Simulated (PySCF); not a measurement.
C5H6F2, SMILES FC(F)[C@H]1C=CC1.

Geometry optimised at PBE0-D3(BJ)/def2-SVP. The structure was generated by enumeration; whether it is a known compound was not checked. One conformer was computed; it need not be the lowest.

Method: M06-2X/def2-TZVP in PySCF.

Isolated molecule, no solvent.

| Quantity | Result |
|---|---|
| total energy | -393.77619 hartree |
| highest occupied level | -8.77 eV |
| lowest empty level | 0.91 eV |
| orbital gap | 9.68 eV |
| dipole moment | 2.06 D |
| quadrupole, principal values (traceless, Buckingham form, about the centre of nuclear charge) | -4.34, -2.40, 6.74 D·Å |
| mean static polarisability | 55.9 bohr³ (8.29 Å³) |
| polarisability, principal values | 45.9, 58.0, 63.9 bohr³ |
